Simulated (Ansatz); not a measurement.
Cost and result for the atomization energy of CH$_{5}$ISn (`[CH3][SnH2][I]`) (8 atoms, 7 bonds).

Total charge 0; spin multiplicity 1. Correlated methods include outer-core shells of I, Sn, which these sets cover unevenly. Sn, I takes the def2 core potential. The structure was optimised at the PBE0-D4/def2-TZVP level. Program: Ansatz. All runs use 4 threads of an Arm Neoverse V1 on a shared host. Times are those of one run each, without the atoms' runs, and a repeat can differ threefold. Electronic energies, without spin–orbit coupling; frozen cores. CCSD(T)/CBS adds CCSD(T) − MP2 in def2-TZVPP to the MP2 limit, and its time is that of the two runs behind it. T1 = 0.010. With those shells the extrapolation isn't a true limit.

CCSD(T)/CBS is a level of theory with its own doubt, some kJ/mol a heavy atom from the limit and from the frozen cores, so smaller differences don't rank the functionals.

```json
{"level": "LDA (SPW92)/def2-TZVPP", "functions": "201", "wall time": "0.95 s"}
{"level": "revPBE-D4/def2-TZVPP", "functions": "201", "wall time": "1.6 s"}
{"level": "PBE-D4/def2-TZVPP (with forces)", "functions": "201", "wall time": "1.9 s"}
{"level": "BHLYP-D4/def2-TZVPP", "functions": "201", "wall time": "3 s"}
{"level": "r2SCAN-D4/def2-TZVPP (with forces)", "functions": "201", "wall time": "3.6 s"}
{"level": "B2PLYP/def2-TZVPP", "functions": "201", "wall time": "4.2 s"}
{"level": "CCSD(T)/def2-SVP", "functions": "91", "wall time": "4.3 s"}
{"level": "PBE-QIDH/def2-TZVPP", "functions": "201", "wall time": "4.4 s"}
{"level": "B97M-V/def2-TZVPP", "functions": "201", "wall time": "7.5 s"}
{"level": "ωB97M-V/def2-TZVPP (with forces)", "functions": "201", "wall time": "9 s"}
{"level": "MP2/def2-QZVPP", "functions": "371", "wall time": "12 s"}
{"level": "CCSD(T)/def2-TZVPP", "functions": "201", "wall time": "110 s"}
{"level": "CCSD(T)/CBS(def2)", "functions": "–", "wall time": "2 min"}
```

Task: What atomization energy does each give, and how far from CCSD(T)/CBS? (An estimate is asked.)

Result: The calculation gave: 
| level | atomization (kcal/mol) | difference from CCSD(T)/CBS | per bond |
| --- | --- | --- | --- |
| LDA (SPW92)/def2-TZVPP | 626.3 | 63.0 | 9.0 |
| revPBE-D4/def2-TZVPP | 544.4 | -18.9 | -2.7 |
| PBE-D4/def2-TZVPP (with forces) | 556.9 | -6.4 | -0.9 |
| BHLYP-D4/def2-TZVPP | 545.5 | -17.8 | -2.5 |
| r2SCAN-D4/def2-TZVPP (with forces) | 555.7 | -7.6 | -1.1 |
| B2PLYP/def2-TZVPP | 547.1 | -16.2 | -2.3 |
| CCSD(T)/def2-SVP | 522.8 | -40.5 | -5.8 |
| PBE-QIDH/def2-TZVPP | 552.4 | -10.9 | -1.6 |
| B97M-V/def2-TZVPP | 560.9 | -2.4 | -0.3 |
| ωB97M-V/def2-TZVPP (with forces) | 554.2 | -9.1 | -1.3 |
| MP2/def2-QZVPP | 553.9 | -9.4 | -1.3 |
| CCSD(T)/def2-TZVPP | 546.6 | -16.7 | -2.4 |
| CCSD(T)/CBS(def2) | 563.3 | 0.0 | 0.0 |

From r2SCAN to r2SCAN0 (25 % exact exchange), in def2-TZVPP and without D4, the atomization energy moves by −4.5 kcal/mol: exact exchange takes away binding that semilocal exchange gives to molecules. Leaving LDA and LC-ωPBE aside and taking each functional with its dispersion term where it has one, the values spread over 16.5 kcal/mol, from revPBE-D4 to B97M-V. LDA lies +73.4 kcal/mol from PBE without D4, its usual overbinding. At CCSD(T), def2-SVP lies −40.5 kcal/mol from the extrapolated value and def2-TZVPP −16.6 kcal/mol: correlation converges slowly with the basis, and small sets miss more of it in the bonded molecule than in its fragments.

Spin–orbit coupling would lower the free I, Sn atoms strongly, and the atomization energy with them, by more than many differences here. For some Ge, Se and Sn compounds the MP2-based and the directly extrapolated limit differ by 10 to 25 kJ/mol.
